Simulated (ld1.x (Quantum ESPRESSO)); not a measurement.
## Ranking TM potentials for Pt

All share these settings but for the change named:

```json
{"Element": "Pt", "Generator": "ld1.x (Quantum ESPRESSO) 7.5", "Type": "norm-conserving Troullier–Martins (Kleinman–Bylander form)", "Functional": "PBEsol", "Relativity": "scalar-relativistic", "Frozen core": "[Xe] 4f14", "Valence charge": "10", "Reference configuration": "5d9 6s1 6p0", "Partial waves": "6s (bound): rc 2.05 bohr; 5d (bound): rc 1.80 bohr; 6p (bound, empty): rc 3.85 bohr", "Local potential": "the p channel", "Core correction": "none"}
```

Test errors are all-electron minus pseudo excitation energies from the reference, over 5d9 6s0 6p0; 5d8 6s0 6p0; 5d7 6s0 6p0; 5d9 6s0.5 6p0; 5d6 6s0 6p0; 5d10 6s0 6p0; 5d8 6s1 6p0. None of these files shows a bound ghost.

The base gives 1320.7 meV.

Of 10 variants that were run, those that failed, showed a ghost or another fault, or gave nearly equal values are left out.

A variant can come out equal or close to the base, since the largest error may sit in a test that the change hardly touches while other tests move.

Q: Rank these variants by their largest absolute test error, smallest first.
A. local potential all-electron potential smoothed inside 3.05 bohr (lloc = -1)
B. core correction a·sin(br)/r model core inside 0.94 bohr
C. wave 6p (bound): rc 3.85 bohr becomes 6p (bound): rc 3.04 bohr
D. wave 6s (bound): rc 2.05 bohr becomes 6s (bound): rc 2.92 bohr

A: A (695.9 meV), C (1225.2 meV), D (1421.4 meV), B (1698.3 meV).
